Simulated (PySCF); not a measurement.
C₈H₇NSSe, SMILES c1c[se]c(Cc2nccs2)c1 at its GFN2-xTB optimised geometry (Å):

```
18

C     -1.2808    -3.3219     0.0000
C      0.0741    -3.3219     0.0000
Se     0.7823    -1.6034     0.0000
C     -0.9835    -0.9937     0.0003
C     -1.3745     0.4536     0.0133
C     -0.2171     1.3741    -0.0931
N      1.0125     1.0005    -0.0800
C      1.8778     2.0370    -0.1824
C      1.2947     3.2564    -0.2767
S     -0.4216     3.1042    -0.2369
C     -1.8647    -2.0318     0.0024
H     -1.8758    -4.2203    -0.0018
H      0.7045    -4.1926    -0.0028
H     -2.0709     0.6571    -0.8086
H     -1.9155     0.6787     0.9416
H      2.9331     1.8370    -0.1825
H      1.7523     4.2203    -0.3660
H     -2.9331    -1.8847     0.0040
```

Method: PySCF with PBE0/def2-SVP.

Map of the HOMO−1 amplitude (bohr^(-3/2)) on the plane z = 1.5 Å; orbital energy -6.40 eV, overall sign arbitrary:

```
|3333333333333333333333333333333|
|3333333333333333333333333333333|
|3333333333333333333333333333333|
|3333333333333333333333333333333|
|3333333333333333333333333333333|
|3333333333333333333333333333333|
|3333333333333333333333333333333|
|3333333333333333333333333333333|
|3333333333333333333333333333333|
|3333333333333333333333333333333|
|3333333333333222233333333333333|
|3333333333333222223333333333333|
|3333333333333222222333333333333|
|3333333333333332233333333333333|
|3333333333333333333333333333333|
|3333333333333344444433333333333|
|3333333322233445565443333333333|
|3333333222223456777544333333333|
|3333333222112457998654333333333|
|3333332221001357998654333333333|
|3333332221001246887654333333333|
|3333332221000135666543333333333|
|3333333221000123454433333333333|
|3333333221100023344333333333333|
|3333333222111122333333333333333|
|3333333322211222333333333333333|
|3333333332222222333333333333333|
|3333333333222223333333333333333|
|3333333333333333333333333333333|
|3333333333333333333333333333333|
|3333333333333333333333333333333|
```
Scale: ten equal steps from -0.033 (start of '0') to 0.071 (end of '9'), in the order '0123456789'; x runs from -6.50 to 6.50, y from -6.50 (bottom) to 6.50 (top).
